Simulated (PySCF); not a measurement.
A hydrogen-terminated cluster with one unit changed: Si5H12, surface. All species are isolated molecules in the gas phase. One relaxed conformer stands for each flexible species; it need not be the lowest. Strings in code marks are SMILES.

Method: ωB97X-D3(BJ)/def2-TZVP // PBE0-D3(BJ)/def2-SVP in PySCF. All candidates: neutral, multiplicity 1. Delta-SCF ions had no search for a lower state. Excitations are Tamm–Dancoff values on a coarser integration grid. The basis has no diffuse functions, so Rydberg states are missing or too high.

| Property | Value |
|---|---|
| S1 excitation (TDA) | 6.51 eV |
| T1 excitation (TDA) | 5.72 eV |
| vertical ionisation energy (Delta-SCF) | 9.45 eV |

### Question
Identify which member has these values.
(A) `[SiH3][SiH2][Si]([SiH3])([SiH3])[SiH3]` (Si–Si–Si–Si torsion 180°)
(B) `F[SiH2][Si]([SiH3])([SiH3])[SiH3]` (F–Si–Si–Si torsion 180°)
(C) `C#C[SiH2][Si]([SiH3])([SiH3])[SiH3]`
(D) `N[SiH2][Si]([SiH3])([SiH3])[SiH3]`

### Answer
A, `[SiH3][SiH2][Si]([SiH3])([SiH3])[SiH3]` (Si–Si–Si–Si torsion 180°). The others give `N[SiH2][Si]([SiH3])([SiH3])[SiH3]`: 6.04 eV, 5.56 eV, 9.34 eV; `F[SiH2][Si]([SiH3])([SiH3])[SiH3]` (F–Si–Si–Si torsion 180°): 6.11 eV, 5.46 eV, 9.91 eV; `C#C[SiH2][Si]([SiH3])([SiH3])[SiH3]`: 5.86 eV, 4.97 eV, 9.53 eV
